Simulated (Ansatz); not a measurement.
Ideal-gas functions of molybdenum hexafluoride (`[F][Mo]([F])([F])([F])([F])[F]`) at 500 K and 1 bar, from an Ansatz frequency run at PBE0-D4/def2-TZVP.

Molar mass 209.93 g/mol, point group Oh (symmetry number 24), electronic degeneracy 1, moments of inertia 250.843, 250.844, 250.845 u Å². Harmonic wavenumbers (cm⁻¹, unscaled): 120, 120, 120, 260, 260, 260, 314, 314, 314, 663, 663, 754, 754, 754, 763.

Use S(trans) = R[1.5 ln M + 2.5 ln T − 1.1517]; rotational temperatures θ = 24.2544 K / I; S(rot) = R[ln(√π/σ · √(T³/θAθBθC)) + 1.5]; for each mode x = 1.438777 ν̃/T, S = R[x/(eˣ − 1) − ln(1 − e⁻ˣ)] and H = RT x/(eˣ − 1); 1 cm⁻¹ = 0.0119627 kJ/mol; R = 8.31446 J/(mol·K).

Problem. By hand: the entropy, in J/(mol·K).

Solution. Translation 186.3. Rotation: θ = 0.0967, 0.0967, 0.0967 K, giving 97.4. Vibration, mode by mode: 17.20, 17.20, 17.20, 10.92, 10.92, 10.92, 9.43, 9.43, 9.43, 4.10, 4.10, 3.33, 3.33, 3.33, 3.27, in all 134.1. Electronic 0.0. Sum 417.8 J/(mol·K).

Problem. By hand: H − E and G − E in kJ/mol, counted from the electronic energy.

Solution. Zero-point energy ½ × 6433 × 0.0119627 = 38.5; thermal vibration 33.9; translation, rotation and pV give 4 RT = 16.6. H − E = 89.0 kJ/mol, and G − E = 89.0 − 500 × 417.8/1000 = -119.9 kJ/mol.

Vibration gives 32 % of the entropy, 51.6 J/(mol·K) of it from the modes under 150 cm⁻¹: soft modes count most, and the harmonic formula is weakest for them.
